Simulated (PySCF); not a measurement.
CaCl, SMILES [Cl][Ca+], charge +1.

Coordinates come from a PBE-D3(BJ)/def2-TZVPD optimisation. The multiplicity is an assumed one; other spin states were not compared.

Computed with PySCF with PBE/def2-TZVPD.

The molecule is in vacuum.

Problem. Estimate the frontier levels, gap, dipole moment and polarisability. (An estimate is asked for; the answer gives what the named calculation found.)

Solution. 
- highest occupied level = -11.84 eV
- lowest empty level = -7.96 eV
- orbital gap = 3.88 eV
- dipole moment about the centre of nuclear charge = 9.76 D
- mean static polarisability = 30.8 bohr³ (4.57 Å³)
- polarisability, principal values = 23.8, 23.8, 44.8 bohr³
